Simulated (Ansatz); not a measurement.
Reaction (formal hydrolysis of a Mo–Cl bond): molybdenum dichloride dioxide + H₂O → `[O]=[Mo](=[O])([OH])[Cl]` + HCl

Program: Ansatz. Geometries: PBE0-D4/def2-TZVP. ΔE: electronic, gas phase. CCSD(T)/CBS is the MP2 limit (def2-TZVPP, def2-QZVPP) plus CCSD(T) − MP2 in def2-TZVPP, frozen cores. This one scheme is used for every species. DFT in def2-TZVPP. B3LYP here is the variant with VWN-RPA as its local correlation; programs differ in this. Elements past krypton have def2 core potentials. For Mo outer-core shells are correlated without core-valence functions, which leaves a few kJ/mol of doubt a bond. Each species was taken in one conformer, which may not be the lowest.

```csv
level,ΔE (kJ/mol),difference from CCSD(T)/CBS
PBE-D4,27.6,-7.0
revPBE-D4,27.9,-6.7
PBE0-D4,29.7,-4.9
r2SCAN0-D4,28.6,-6.0
B3LYP,23.3,-11.3
CAM-B3LYP,17.5,-17.1
CCSD(T)/def2-SVP,19.2,-15.4
SCS-MP2/def2-TZVPP,40.7,6.1
MP2/CBS(def2),53.7,19.1
CCSD/CBS(def2),31.7,-2.9
CCSD(T)/CBS,34.6,0
```

Largest T1 diagnostic among the species: 0.024, so the coupled-cluster value is less sure than usual.

Leaving LDA and LC-ωPBE aside and taking each functional with its dispersion term where it has one, the values, not all of them listed here, spread over 16.9 kJ/mol, from CAM-B3LYP-D4 to PBE-QIDH. LDA lies −3.8 kJ/mol from PBE without D4. In def2-TZVPP, CCSD(T) changes the Hartree–Fock value by +7.7 kJ/mol (the triples alone add +2.9 kJ/mol) and MP2 by +26.8 kJ/mol. At CCSD(T), def2-SVP lies −15.4 kJ/mol from the extrapolated value and def2-TZVPP −5.7 kJ/mol.
